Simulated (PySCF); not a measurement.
GeF⁻: from constants to spectrum

UHF-MP2 constants of GeF⁻, ³Σ⁻ (triplet), unpaired electrons π ↑↑ (PySCF, no relativity, basis sets Ge aug-pcseg-1, F aug-pcseg-1; masses 73.9212 and 18.9984 u):

| Item | Value |
| --- | --- |
| ωe | 486.1 cm⁻¹ |
| ωexe | 3.08 cm⁻¹ |
| Be | 0.30772 cm⁻¹ |
| αe | 0.00272 cm⁻¹ |
| D (centrifugal) | 4.93e-07 cm⁻¹ |
| De to Ge + F⁻ | 2.83 eV |

Q: Give the vibrational terms G(v) and spacings up to v = 6.

A: G(v) = ωe(v+½) − ωexe(v+½)².

| v | G(v) (cm⁻¹) | G(v) − G(v−1) | Bv (cm⁻¹) |
| --- | --- | --- | --- |
| 0 | 242.3 |  | 0.3064 |
| 1 | 722.2 | 479.9 | 0.3036 |
| 2 | 1196.0 | 473.8 | 0.3009 |
| 3 | 1663.6 | 467.6 | 0.2982 |
| 4 | 2125.1 | 461.5 | 0.2955 |
| 5 | 2580.4 | 455.3 | 0.2928 |
| 6 | 3029.5 | 449.1 | 0.2900 |

Q: How well does the Morse estimate ωe²/(4ωexe) reproduce De, and what is D0?

A: It gives 2.38 eV, 84 % of the computed De. D0 = De − G(0) = 2.83 − 0.03 = 2.80 eV.

Correlated steps freeze 10 core orbitals. Correlated levels converge slowly with the basis: in double zeta they bind strong bonds too weakly, by up to about 1 eV, and carry superposition errors of some tenths. Spin–orbit coupling is left out. For an ion De counts to the pair picked by the measured ionisation energies or electron affinities, which need not be the lowest pair at this level. The state is the lowest determinant that a PBE0 search found; another state may lie lower at other levels.
